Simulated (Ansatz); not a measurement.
Input for Ansatz (a program for electronic structure): R-CCSD(T)/def2-TZVPP on F2Sn (SMILES [F][Sn][F]), a point of a bond scan (R = 1.948 Å). Elements past Kr take the def2 small-core potentials; no spin–orbit coupling. The run froze 11 orbitals, filled d shells among them.

Ansatz 0.2 input:
```yaml
crystal:
  periodic: [false, false, false]
  atoms:
    - {symbol: Sn, position_ang: [0.02632264, -0.01583816, 0.34295287]}
    - {symbol: F, position_ang: [0.65456357, 1.29847347, -0.95056458]}
    - {symbol: F, position_ang: [-0.80080048, -1.21048367, -0.95472913]}
basis:
  gaussian:
    orbitals: def2-TZVPP
    pivot_positions_ang: [[0.02632264, -0.01583816, 0.34295287], [0.65456357, 1.29847347, -0.95056458], [-0.80080048, -1.21048367, -0.95472913]]
magnetization: {spin_polarized: false}
correlation: {method: ccsd_t, electrons: outside_noble_gas}
scf: {lower_state_search: off}
output: {orbitals: {seedname: ./end}}
```

Program output:

```
Functional definition: HF
[...]
these checks for a lower state are left out or cut short: stability, starts, cluster_reference, orbital_swaps, neighbouring_geometries, increment
integrals: 0.15 GiB planned
958 factors; integrals over basis functions are off by at most 2.2e-4 eV
mean field: 0.29 GiB planned
mean field evaluation 1: about -11218.2928 eV, gradient 4.6e1 eV
mean field evaluation 2: about -11218.4048 eV, gradient 4.6e1 eV
mean field evaluation 4: about -11222.0774 eV, gradient 2.3e0 eV
mean field evaluation 8: about -11222.1283 eV, gradient 2.0e-1 eV
mean field evaluation 16: about -11222.1286 eV, gradient 2.3e-6 eV
mean field -11222.12856211 eV, -412.4056180257 hartree, gradient 2.3e-6 eV, S^2 0.000000; 0 other end points of the search recorded, 0 dependent functions left out
11 core orbitals not correlated, not the lowest: weight in the atoms' cores, before any rotation towards them, 0.848 or more for the frozen orbitals, at most 0.147 for the correlated occupied ones
reference -11222.12856211 eV, -412.4056180257 hartree; 9, 9 occupied and 92, 92 virtual orbitals, 958 factors
second order -16.13324695 eV of doubles, -0.00000000 eV of singles
coupled cluster: 0.36 GiB planned
cycle   1  -15.66882521 eV  change    4.6e-1 eV  update   1.1e-1
cycle   2  -16.05532139 eV  change   -3.9e-1 eV  update   4.3e-2
cycle   3  -16.17368373 eV  change   -1.2e-1 eV  update   2.1e-2
cycle   4  -16.15879832 eV  change    1.5e-2 eV  update   5.6e-3
cycle   5  -16.15239815 eV  change    6.4e-3 eV  update   2.5e-3
cycle   6  -16.15376674 eV  change   -1.4e-3 eV  update   9.5e-4
cycle   7  -16.15390216 eV  change   -1.4e-4 eV  update   3.2e-4
cycle   8  -16.15369184 eV  change    2.1e-4 eV  update   1.2e-4
cycle   9  -16.15370219 eV  change   -1.0e-5 eV  update   3.6e-5
cycle  10  -16.15373963 eV  change   -3.7e-5 eV  update   1.2e-5
cycle  11  -16.15372220 eV  change    1.7e-5 eV  update   4.6e-6
perturbative correction -0.51068833 eV, -0.0187674499 hartree
Total energy: -11238.79297264 eV, -413.0180238170 hartree
Checks for a lower state left out: stability, starts, cluster_reference, orbital_swaps, neighbouring_geometries, increment
```

The run converged.

Cost: about 5 core-seconds (a rough figure).
